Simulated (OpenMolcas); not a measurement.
Computed levels of 5d6 in ions with 74 electrons, in cm-1 above 5D4.

```json
{
 "Program": "OpenMolcas 26.06",
 "Method": "SS-CASPT2, IPEA 0.25 Eh, imaginary shift 0.1 Eh",
 "Basis": "ANO-R3",
 "Scalar Hamiltonian": "X2C, finite nucleus",
 "Spin-orbit coupling": "RASSI with atomic mean-field integrals over the reference wave functions, term energies averaged over their components"
}
```

Active space for each ion: 6 electrons in 5 orbitals (5d); closed shells correlated by CASPT2: 5s 5p.

```tsv
Level	Os2+	Ir3+	Au5+
5D3	4730	6170	9630
5D1	7180	9100	13410
5D0	7430	9280	13090
3G5	16390	19080	24380
3H6	16750	19490	24940
3F2(1)	20010	23450	30180
1S0(1)	21970	26610	35640
3D1	23770	28270	36940
3G4	24640	29290	38500
```

Problem. Estimate 5D0, 3G5, 3H6 for Pt4+ from its neighbours Ir3+ and Au5+.

Solution. 5D0 is fine structure, which grows about as the fourth power of a screened charge, so the fourth roots are averaged: ((9280^0.25 + 13090^0.25) / 2)^4 = 11062. The calculation gives 11160, so the estimate is off by -0.9 %.
3G5 is another term, which grows about linearly with the charge: (19080 + 24380) / 2 = 21730. The calculation gives 21700, so the estimate is off by +0.1 %.
3H6 is another term, which grows about linearly with the charge: (19490 + 24940) / 2 = 22215. The calculation gives 22180, so the estimate is off by +0.2 %.

Mixed levels, with the weight of the term that names them: Os2+ 3G5 (50 %), Os2+ 1S0(1) (61 %), Os2+ 3D1 (73 %), Os2+ 3G4 (64 %), Ir3+ 3G5 (51 %), Ir3+ 3F2(1) (71 %), Ir3+ 1S0(1) (60 %), Ir3+ 3D1 (74 %), Ir3+ 3G4 (61 %), Pt4+ 5D0 (72 %), Pt4+ 3G5 (52 %), Pt4+ 3F2(1) (66 %), Pt4+ 1S0(1) (59 %), Pt4+ 3D1 (73 %), Pt4+ 3G4 (57 %), Au5+ 5D0 (68 %), Au5+ 3G5 (53 %), Au5+ 3F2(1) (60 %), Au5+ 1S0(1) (58 %), Au5+ 3D1 (72 %), Au5+ 3G4 (51 %).

Term energies are means over components that CASPT2 splits; among the terms shown or strongly mixed into the levels shown the widest spread is 270 cm-1 (5d6 1G(1), Ir3+). Configurations with an s electron lie low in 5d ions of this charge, fall among these levels and mix in, so low-spin terms can stand far too high, up to twice their true height, and weights are not those of the real levels (holds for Os2+). The CASPT2 spread within a term exceeds the gap to the next term for 5d6 1G(1) and 5d6 1I, so the order of their levels is uncertain (holds for Os2+). Levels of configurations outside the active space are missing.

A number in round brackets counts repeated terms of one configuration in the order of the reference energies.
